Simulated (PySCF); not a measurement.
# What a mistake does to a calculation on CGeH6NSi

These are calculations, not measurements. They come from PySCF 2.14.0, an open-source quantum chemistry program, on an isolated molecule that a program drew, which may never have been made. The molecule is CGeH6NSi (charge 0, doublet), drawn as the SMILES string `[CH2][N]=[GeH][SiH3]`.

Each row is a Hartree-Fock (HF) and frozen-core CCSD(T) single point in the cc-pV(D+d)Z basis, meant for a local HF minimum. Run 1 is clean. Each other run has one planted mistake out of seven kinds, and not every kind appears here: one electron removed, one electron added, multiplicity raised by two, geometry at a saddle point, minimal basis STO-3G, one bond length entered in bohr, all coordinates scaled. The reference is restricted for singlets and unrestricted otherwise, and also for a bond in bohr. Adding or removing an electron swaps singlet and doublet. Electrons count all cores. HOMO and LUMO are orbital energies over both spins, the gradient is its largest component, and the lowest frequency (negative if imaginary) is given only where the gradient is small. Bond lengths are over the 9 bonds as drawn. T1 is the CCSD diagnostic: over 0.02 (restricted) or 0.045 (unrestricted) a single reference is doubtful. Germanium has the cc-pVDZ-PP basis, with a core potential (ECP10MDF) in place of its 10 inner electrons, and its 3s, 3p and 3d shells are frozen in CCSD(T).

Geometry of the clean run:
```xyz
10
CGeH6NSi, angstrom
C     2.5691   -0.0136    1.3250
N     1.4699   -0.2043    0.7587
Ge    1.2360   -1.2304   -0.7886
Si    0.3487    0.1987   -2.5175
H     3.5287   -0.4321    0.9988
H     2.6178    0.6131    2.2201
H     0.2621   -2.3581   -0.3980
H     1.3345    1.2658   -2.8055
H    -0.9384    0.8179   -2.1240
H     0.1438   -0.6127   -3.7406
```

```
run  electrons  basis functions  <S^2>  HOMO (eV)  LUMO (eV)  gradient (hartree/bohr)  lowest frequency (cm^-1)  mean bond (Å)  longest bond (Å)      T1  HF (hartree)  CCSD(T) (hartree)                          mistake
  1         65              104  0.771      -8.26       0.98                  8.7e-06                        66         1.5233             2.412  0.0200    -678.07836         -678.62749                         no fault
  2         65              104  1.074      -8.61       0.66                  1.7e-02                         -         1.7618             4.558  0.0488    -678.01870         -678.56092  one bond length entered in bohr
  3         64              104  0.000     -15.48      -6.24                  4.9e-02                         -         1.5233             2.412  0.0292    -677.81144         -678.36538             one electron removed
  4         65              104  3.775      -6.28      -0.22                  1.3e-01                         -         1.5233             2.412  0.0228    -677.96047         -678.47334       multiplicity raised by two
  5         65              104  0.760      -8.19       1.09                  4.5e-02                         -         1.4852             2.352  0.0181    -678.07181         -678.61512                                ?
```

**Which mistake was planted in run 5, and what did it cost?**

The mean and the longest bond both change by the same factor, 0.975, and the gradient is no longer small. So the mistake is: all coordinates scaled. Subtracting run 1 and multiplying by 627.51 kcal/mol a hartree, the energy moved by 4.1 kcal/mol in HF and 7.8 kcal/mol in CCSD(T).

Cautions from the logs. Run 2: T1 is over the limit, so its CCSD(T) energy is less reliable; run 3: T1 is over the limit, so its CCSD(T) energy is less reliable.
